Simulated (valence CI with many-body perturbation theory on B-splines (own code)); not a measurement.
**E1 line list for Cd XXXIV**

Computed by relativistic CI+MBPT: five valence electrons over a frozen Dirac-Fock core [Ne], a basis of 11 s, 11 p, 10 d, 8 f, 5 g, 2 h functions for each j, with the one-electron correlation potential Σ1 (screened to all orders), the two-electron term Σ2, the three-electron term Σ3, Breit, model QED; selected single and double excitations, second order for the rest, scaled by the run's own slope (own B-spline code, finite nucleus).

No measured spectrum was set against this ion. As an estimate, large intervals hold to a few tenths of a per cent, small ones and those within an open d or f shell to about a per cent. Among the levels kept, up to 4200 cm⁻¹ of a level comes from second order outside the variational space, and about a tenth of that is noise between levels of different J, which matters for small intervals.

Lines 201 to 250 of 583 in falling wavelength, among levels below 3348.2 × 10³ cm⁻¹, chosen from the strongest by gf and those to the six lowest levels. Wavelengths and rates use the calculated energies. Electric multipoles are in the length gauge, E1 and E2 with the static RPA response of the core. Weak lines are less certain than strong ones. Lines between different terms over intervals too small for the method are left out, as are lines whose strength nearly cancels. Where a level lies close to another of its J and parity, the split of strength between their lines is uncertain. The highest levels of a list are the least certain.

Levels are named by their leading jj configuration (3d3/2^4 stands for four electrons in 3d with j = 3/2), which in mixed levels can hold well under half, so a name can repeat and another be missing. Letters in brackets count levels of one name in rising energy.

| λ vac (Å) | Upper | Lower | A (s⁻¹) | S (a.u.) with core polarisation | S without |
| --- | --- | --- | --- | --- | --- |
| 80.14 | (3s 3p3/2^3 3d5/2) J=7/2 [b] | (3s^2 3p3/2^2 3d3/2) J=7/2 | 8.50e+09 | 1.73e-02 | 1.76e-02 |
| 80.08 | (3s 3p1/2 3p3/2^2 3d3/2) J=3/2 [b] | (3s 3p1/2^2 3p3/2^2) J=3/2 | 6.80e+10 | 6.90e-02 | 7.04e-02 |
| 80.05 | (3p1/2^2 3p3/2^2 3d3/2) J=7/2 | (3s 3p1/2^2 3p3/2 3d3/2) J=5/2 [a] | 1.15e+10 | 2.33e-02 | 2.37e-02 |
| 80.02 | (3s^2 3p3/2 3d5/2^2) J=5/2 [a] | (3s^2 3p3/2^2 3d5/2) J=3/2 | 1.50e+11 | 2.27e-01 | 2.32e-01 |
| 79.97 | (3s 3p1/2 3p3/2^2 3d5/2) J=7/2 [c] | (3s 3p1/2 3p3/2^3) J=5/2 | 2.60e+10 | 5.26e-02 | 5.37e-02 |
| 79.96 | (3s^2 3p3/2 3d3/2 3d5/2) J=11/2 | (3s^2 3p3/2^2 3d5/2) J=9/2 | 6.28e+10 | 1.90e-01 | 1.94e-01 |
| 79.95 | (3s 3p1/2 3p3/2^2 3d5/2) J=5/2 [a] | (3s 3p1/2 3p3/2^3) J=3/2 | 2.23e+10 | 3.38e-02 | 3.45e-02 |
| 79.92 | (3s 3p1/2 3p3/2^2 3d5/2) J=7/2 [b] | (3s^2 3p1/2 3p3/2 3d3/2) J=7/2 | 1.45e+10 | 2.91e-02 | 2.98e-02 |
| 79.83 | (3s 3p1/2^2 3d3/2 3d5/2) J=5/2 [b] | (3s 3p1/2^2 3p3/2 3d3/2) J=7/2 | 1.95e+10 | 2.94e-02 | 3.00e-02 |
| 79.68 | (3s^2 3p1/2 3p3/2 3d3/2) J=3/2 [b] | (3s^2 3p1/2 3p3/2^2) J=3/2 | 2.47e+09 | 2.47e-03 | 2.53e-03 |
| 79.67 | (3s 3p3/2^3 3d5/2) J=5/2 [c] | (3s^2 3p3/2^2 3d5/2) J=5/2 [a] | 6.86e+10 | 1.03e-01 | 1.05e-01 |
| 79.65 | (3s 3p1/2 3p3/2^2 3d3/2) J=5/2 [c] | (3s^2 3p1/2 3p3/2 3d3/2) J=3/2 [a] | 1.07e+11 | 1.60e-01 | 1.63e-01 |
| 79.65 | (3s 3p3/2^3 3d5/2) J=5/2 [c] | (3s^2 3p3/2^2 3d3/2) J=3/2 [b] | 1.36e+11 | 2.03e-01 | 2.07e-01 |
| 79.62 | (3s 3p1/2 3p3/2^2 3d5/2) J=7/2 [d] | (3s^2 3p1/2 3p3/2 3d5/2) J=9/2 | 9.25e+10 | 1.84e-01 | 1.88e-01 |
| 79.49 | (3s 3p3/2^3 3d5/2) J=3/2 | (3s^2 3p3/2^2 3d5/2) J=1/2 | 8.31e+10 | 8.24e-02 | 8.42e-02 |
| 79.49 | (3s 3p1/2 3p3/2^2 3d3/2) J=5/2 [c] | (3s^2 3p1/2 3p3/2 3d3/2) J=5/2 [a] | 2.08e+10 | 3.09e-02 | 3.16e-02 |
| 79.48 | (3s^2 3p3/2 3d3/2 3d5/2) J=7/2 [d] | (3s^2 3p3/2^2 3d5/2) J=5/2 [a] | 3.42e+10 | 6.78e-02 | 6.92e-02 |
| 79.46 | (3s 3p3/2^3 3d5/2) J=5/2 [b] | (3s^2 3p3/2^2 3d3/2) J=3/2 [a] | 3.42e+10 | 5.08e-02 | 5.18e-02 |
| 79.44 | (3s^2 3p3/2 3d3/2 3d5/2) J=1/2 [b] | (3s^2 3p3/2^2 3d3/2) J=3/2 [a] | 1.07e+11 | 5.32e-02 | 5.43e-02 |
| 79.42 | (3s^2 3p1/2 3d3/2 3d5/2) J=5/2 [b] | (3s^2 3p1/2 3p3/2 3d5/2) J=3/2 [a] | 3.82e+10 | 5.67e-02 | 5.78e-02 |
| 79.37 | (3s 3p1/2 3p3/2^2 3d5/2) J=3/2 [a] | (3s 3p1/2 3p3/2^3) J=3/2 | 2.69e+10 | 2.66e-02 | 2.71e-02 |
| 79.31 | (3s 3p1/2^2 3p3/2 3d5/2) J=7/2 [a] | (3s 3p1/2^2 3p3/2^2) J=5/2 | 2.85e+10 | 5.62e-02 | 5.73e-02 |
| 79.27 | (3s 3p1/2 3p3/2^2 3d5/2) J=7/2 [e] | (3s^2 3p1/2 3p3/2 3d5/2) J=9/2 | 3.91e+10 | 7.70e-02 | 7.86e-02 |
| 79.12 | (3s 3p1/2 3p3/2^2 3d3/2) J=7/2 [c] | (3s^2 3p1/2 3p3/2 3d3/2) J=5/2 [a] | 6.95e+10 | 1.36e-01 | 1.39e-01 |
| 79.04 | (3s 3p1/2 3p3/2^2 3d5/2) J=5/2 [f] | (3s^2 3p1/2 3p3/2 3d5/2) J=7/2 [b] | 1.41e+10 | 2.06e-02 | 2.10e-02 |
| 78.98 | (3s^2 3p3/2 3d3/2 3d5/2) J=1/2 [a] | (3s^2 3p1/2 3p3/2 3d5/2) J=3/2 [b] | 9.82e+10 | 4.77e-02 | 4.87e-02 |
| 78.95 | (3s^2 3p3/2 3d3/2 3d5/2) J=1/2 [b] | (3s^2 3p3/2^2 3d3/2) J=1/2 | 5.50e+10 | 2.67e-02 | 2.73e-02 |
| 78.90 | (3s^2 3p3/2 3d3/2 3d5/2) J=7/2 [c] | (3s^2 3p3/2^2 3d3/2) J=5/2 | 1.19e+11 | 2.31e-01 | 2.36e-01 |
| 78.85 | (3s 3p1/2 3p3/2^2 3d5/2) J=3/2 [h] | (3s^2 3p1/2 3p3/2 3d5/2) J=3/2 [c] | 7.59e+10 | 7.34e-02 | 7.50e-02 |
| 78.75 | (3s 3p1/2 3p3/2^2 3d5/2) J=5/2 [c] | (3s 3p1/2 3p3/2^3) J=5/2 | 2.99e+10 | 4.32e-02 | 4.41e-02 |
| 78.73 | (3s^2 3p1/2 3d3/2 3d5/2) J=7/2 [b] | (3s^2 3p1/2 3p3/2 3d5/2) J=7/2 [b] | 7.17e+10 | 1.38e-01 | 1.41e-01 |
| 78.70 | (3s 3p1/2^2 3d3/2 3d5/2) J=5/2 [b] | (3s 3p1/2^2 3p3/2 3d3/2) J=5/2 [a] | 3.87e+10 | 5.59e-02 | 5.70e-02 |
| 78.59 | (3s 3p1/2 3p3/2^2 3d5/2) J=5/2 [f] | (3s^2 3p1/2 3p3/2 3d3/2) J=5/2 [b] | 5.87e+10 | 8.44e-02 | 8.61e-02 |
| 78.43 | (3s 3p1/2 3p3/2^2 3d5/2) J=5/2 [c] | (3s^2 3p1/2 3p3/2 3d3/2) J=7/2 | 4.18e+10 | 5.97e-02 | 6.10e-02 |
| 78.42 | (3s^2 3p3/2 3d3/2 3d5/2) J=3/2 [b] | (3s^2 3p3/2^2 3d3/2) J=5/2 | 1.24e+11 | 1.18e-01 | 1.21e-01 |
| 78.29 | (3s^2 3p1/2 3d3/2 3d5/2) J=7/2 [b] | (3s^2 3p1/2 3p3/2 3d3/2) J=5/2 [b] | 1.31e+10 | 2.49e-02 | 2.54e-02 |
| 78.20 | (3s 3p1/2 3p3/2^2 3d5/2) J=3/2 [h] | (3s^2 3p1/2 3p3/2 3d5/2) J=5/2 [b] | 2.76e+10 | 2.61e-02 | 2.67e-02 |
| 78.17 | (3s^2 3p1/2 3p3/2 3d3/2) J=5/2 [b] | (3s^2 3p1/2 3p3/2^2) J=3/2 | 2.55e+09 | 3.61e-03 | 3.68e-03 |
| 78.14 | (3s 3p1/2 3p3/2^2 3d5/2) J=3/2 [g] | (3s^2 3p1/2 3p3/2 3d3/2) J=5/2 [b] | 8.28e+10 | 7.80e-02 | 7.97e-02 |
| 78.11 | (3s^2 3p3/2 3d5/2^2) J=1/2 | (3s^2 3p3/2^2 3d5/2) J=1/2 | 1.01e+11 | 4.75e-02 | 4.85e-02 |
| 78.03 | (3s^2 3p1/2 3d3/2^2) J=1/2 | (3s^2 3p1/2 3p3/2 3d3/2) J=1/2 [a] | 5.27e+10 | 2.47e-02 | 2.52e-02 |
| 77.97 | (3s^2 3p3/2 3d3/2 3d5/2) J=3/2 [c] | (3s^2 3p3/2^2 3d3/2) J=3/2 [a] | 1.71e+11 | 1.60e-01 | 1.63e-01 |
| 77.90 | (3s^2 3p1/2 3d5/2^2) J=7/2 | (3s^2 3p1/2 3p3/2 3d5/2) J=5/2 [a] | 2.82e+10 | 5.27e-02 | 5.38e-02 |
| 77.87 | (3s^2 3p1/2 3d3/2^2) J=3/2 | (3s^2 3p1/2 3p3/2 3d3/2) J=5/2 [a] | 2.10e+10 | 1.96e-02 | 2.01e-02 |
| 77.84 | (3s^2 3p1/2 3p3/2 3d5/2) J=3/2 [b] | (3s^2 3p1/2 3p3/2^2) J=5/2 | 1.39e+11 | 1.30e-01 | 1.32e-01 |
| 77.72 | (3s^2 3p1/2 3p3/2 3d3/2) J=1/2 [b] | (3s^2 3p1/2 3p3/2^2) J=3/2 | 3.65e+10 | 1.69e-02 | 1.73e-02 |
| 77.63 | (3s 3p1/2 3p3/2^2 3d5/2) J=3/2 [c] | (3s 3p1/2 3p3/2^3) J=5/2 | 1.01e+11 | 9.31e-02 | 9.51e-02 |
| 77.63 | (3s^2 3p1/2 3p3/2 3d5/2) J=1/2 | (3s^2 3p1/2 3p3/2^2) J=1/2 | 1.99e+11 | 9.19e-02 | 9.38e-02 |
| 77.51 | (3s^2 3p3/2 3d3/2 3d5/2) J=3/2 [c] | (3s^2 3p3/2^2 3d3/2) J=1/2 | 5.18e+10 | 4.76e-02 | 4.86e-02 |
| 77.46 | (3s 3p1/2 3p3/2^2 3d3/2) J=5/2 [d] | (3s 3p1/2 3p3/2^3) J=5/2 | 1.84e+10 | 2.53e-02 | 2.58e-02 |
